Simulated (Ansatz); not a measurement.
Molecule: MoCl$_{2}$, net charge 0, quintet state. The spin state was set by rule; other spins were not relaxed. SMILES: [Cl][Mo][Cl]
Geometry: optimised at B3LYP-D3(BJ)/def2-TZVP (Ansatz, a program for electronic structure).

Property: atomisation energy (electronic, to ground-state atoms), in kJ/mol. Valence correlation only, unless marked. Open shells are spin-unrestricted. No spin-orbit coupling. Frozen are the shells of the preceding noble gas and the d and f shells that filled before the atom's block. Past Kr the def2 sets carry scalar-relativistic core potentials. The coupled-cluster limit lacks core correlation, which all-electron functionals hold. CBS(X,Y): correlation extrapolated as X^-3; Hartree-Fock from the larger set. The bracket is a focal-point correction in the basis named.

| level | program | atomisation energy (kJ/mol) |
|---|---|---|
| HF/def2-TZVPPD | Ansatz | 483.1 |
| PBE/def2-TZVPD | Ansatz | 780.7 |
| revPBE-D3(BJ)/def2-TZVPD | Ansatz + dftd3 | 758.9 |
| revPBE-D4/def2-TZVPD | Ansatz + dftd4 | 758.6 |
| revPBE/def2-TZVPD | Ansatz | 740.7 |
| B97M-V/def2-TZVPD | Ansatz | 758.1 |
| BHLYP/def2-TZVPD | Ansatz | 710.9 |

### Question
What does RI-MP2/CBS(def2-TZVPPD,def2-QZVPPD)+[CCSD(T)-MP2]/def2-TZVPPD (Ansatz) give?

### Answer
756.5 kJ/mol, so BHLYP/def2-TZVPD differs from it by -45.6 kJ/mol.
